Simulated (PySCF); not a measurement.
Molecule: TMS-CClF2 (SMILES C([Si](C)(C)C)(F)(F)Cl).

Atoms are numbered as in `[CH3:1][Si:2]([CH3:3])([CH3:4])[C:5]([F:6])([F:7])[Cl:8]`; H(Xn) means a hydrogen on atom n.

Geometry PBE0-D3(BJ)/def2-SVP throughout; GIAO in PySCF, gas phase, one conformer, non-relativistic; equivalent atoms averaged; functional PBE0.

Question: How do the absolute shieldings σ depend on the basis set? (ppm; last column core-seconds on shared hosts with different chips, so compare them loosely)

Answer: 
| basis set | functions | C5 | C1/C3/C4 | Si2 | F6/F7 | Cl8 | H(C1)/H(C3)/H(C4) | core-s |
| --- | --- | --- | --- | --- | --- | --- | --- | --- |
| STO-3G | 57 | 124.7 | 236.2 | 530.4 | 360.8 | 945.5 | 32.36 | 6.4 |
| pcSseg-0 | 98 | 37.4 | 197.9 | 329.6 | 259.1 | 663.9 | 32.56 | 11 |
| 6-31G | 98 | 56.7 | 203.9 | 427.4 | 252.7 | 646.2 | 32.43 | 13 |
| 6-31G* | 138 | 58.2 | 198.3 | 405.6 | 268.8 | 665.2 | 31.83 | 19 |
| cc-pVDZ | 165 | 54.8 | 200.8 | 410.4 | 266.9 | 680.9 | 31.13 | 26 |
| def2-SVP | 165 | 53.9 | 198.0 | 396.8 | 278.5 | 696.8 | 31.17 | 22 |
| pcSseg-1 | 195 | 41.6 | 188.9 | 343.1 | 251.3 | 626.5 | 31.04 | 29 |
| aug-cc-pVDZ | 273 | 56.7 | 199.5 | 408.3 | 262.6 | 661.4 | 31.13 | 61 |
| 6-311+G(2d,p) | 286 | 45.3 | 190.7 | 336.4 | 249.4 | 619.8 | 31.26 | 57 |
| def2-TZVP | 314 | 42.9 | 191.0 | 324.3 | 251.3 | 606.0 | 31.25 | 72 |

Question: Which nucleus moves most, in ppm?

Answer: Cl8 (chlorine bonded to C): from 606.0 ppm with def2-TZVP to 945.5 ppm with STO-3G. The smallest spread is 1.52 ppm, at H(C1)/H(C3)/H(C4). Proton shifts span only some 12 ppm, so a few tenths of a ppm matter as much there as several ppm in carbon.

Question: Taking the largest basis, def2-TZVP (314 functions), as the yardstick, rank the others by their worst heavy-atom deviation.

Answer: 6-311+G(2d,p) 13.8 ppm (286 functions), pcSseg-1 20.5 ppm (195 functions), pcSseg-0 57.9 ppm (98 functions), 6-31G* 81.3 ppm (138 functions), aug-cc-pVDZ 83.9 ppm (273 functions), cc-pVDZ 86.0 ppm (165 functions), def2-SVP 90.8 ppm (165 functions), 6-31G 103.1 ppm (98 functions), STO-3G 339.5 ppm (57 functions).

A small basis that lands close on one nucleus may do so by chance; judge by the trend and by all nuclei.
